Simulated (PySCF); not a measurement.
Bi(Me)3 (C3H9Bi), SMILES [CH3][Bi]([CH3])[CH3]. The structure is a stationary point at B3LYP-D3(BJ)/def2-SVP. The isomer is the one that the SMILES or the coordinates give; other isomers of the formula were not compared. The def2 effective core potentials stand for the cores of Bi; spin–orbit coupling is left out.

All values below come from B3LYP-D3(BJ)/def2-SVP in PySCF 2.14.0.

Harmonic wavenumbers (cm⁻¹): 85, 95, 96, 149, 149, 160, 457, 457, 457, 673, 693, 693, 784, 784, 786, 1175, 1175, 1194, 1427, 1431, 1431, 1438, 1438, 1444, 3040, 3042, 3042, 3154, 3154, 3154, 3160, 3160, 3160. Rotational constants (GHz): 3.181, 3.181, 2.751; symmetry number 3.

**Question.** Work out the zero-point energy and the ideal-gas rigid-rotor harmonic-oscillator thermochemistry at 298.15 K and 1 atm.

**Answer.** ZPE = ½ Σ hcν = ½ × 46734 cm⁻¹ = 66.81 kcal/mol. H − E(el) = 72.72 kcal/mol. Entropy in cal/(mol K): translation 42.50, rotation 24.67, vibration 22.95, total 90.12. G − E(el) = 45.85 kcal/mol. Cp = 29.36 cal/(mol K). Modes under 150 cm⁻¹ make the vibrational entropy uncertain.
